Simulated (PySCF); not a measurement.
SCF from a fresh guess for singlet OsH₄, at the PBE0 minimum. PySCF input:

```python
from pyscf import gto, scf, dft
mol = gto.M(atom='''
Os    -0.000000     0.000000    -0.000000
H      1.293809    -0.000050     0.914861
H     -1.293809    -0.000000     0.914861
H      0.000025     1.293834    -0.914825
H     -0.000025    -1.293783    -0.914896''',
    basis={'Os': 'def2-TZVP', 'H': 'def2-TZVP'},
    ecp={'Os': 'def2-TZVP'},
    charge=0, spin=0)
mf = dft.RKS(mol, xc='PBE0')
mf.grids.atom_grid = (50, 194)
aux = {'Os': 'def2-universal-JKFIT', 'H': 'def2-universal-JKFIT'}
mf = mf.density_fit(auxbasis=aux)
mf.conv_tol = 1e-08
mf.diis_space = 10
mf.max_cycle = 60
mf.init_guess = 'minao'
mf.verbose = 4
mf.kernel()
```

Excerpt of the output (cycles and frontier levels):

```
init E= -75.9964443934891
  HOMO = -0.539698813893534  LUMO = -0.364413914155084  gap/eV = 4.76975
cycle= 1 E= -92.8508104094447  delta_E= -16.9  |g|= 0.719  |ddm|= 6.92
  HOMO = -0.0475637995859401  LUMO = 0.0192527792556881  gap/eV = 1.81817
cycle= 2 E= -92.4006980389622  delta_E= 0.45  |g|= 1.56  |ddm|= 1.64
  HOMO = -0.23366966641939  LUMO = -0.0688745661926696  gap/eV = 4.48430
cycle= 3 E= -92.9953530531905  delta_E= -0.595  |g|= 0.0567  |ddm|= 1.09
  HOMO = -0.246827362087052  LUMO = -0.0732639015158921  gap/eV = 4.72290
cycle= 4 E= -92.9961217545948  delta_E= -0.000769  |g|= 0.0125  |ddm|= 0.0496
  HOMO = -0.24930491617176  LUMO = -0.0745736162357335  gap/eV = 4.75468
cycle= 5 E= -92.9961594086044  delta_E= -3.77e-05  |g|= 0.00154  |ddm|= 0.0117
  HOMO = -0.249445228241239  LUMO = -0.0745991288892305  gap/eV = 4.75780
cycle= 6 E= -92.9961599541431  delta_E= -5.46e-07  |g|= 2.58e-05  |ddm|= 0.00141
  HOMO = -0.249456766333187  LUMO = -0.0746103967072184  gap/eV = 4.75781
cycle= 7 E= -92.9961599544112  delta_E= -2.68e-10  |g|= 7.99e-06  |ddm|= 4.7e-05
  HOMO = -0.249453382387312  LUMO = -0.074608817207027  gap/eV = 4.75776
Extra cycle  E= -92.9961599543583  delta_E= 5.29e-11  |g|= 1.76e-05  |ddm|= 1.77e-05
converged SCF energy = -92.9961599543583
```

No lower solution of this spin was found by a stability analysis within the restricted form, which does not test spin polarisation.

Stability towards spin polarisation was not tested. With an element this heavy the missing spin–orbit coupling can shift these numbers.

The search for the lowest solution, with the stability check, took 2.8 s on 2 threads of a shared Arm Neoverse N1 host, with 64 basis functions; the process peaked at 0.3 GiB. Launch command: `OMP_NUM_THREADS=2 python axn.py task.json out`.
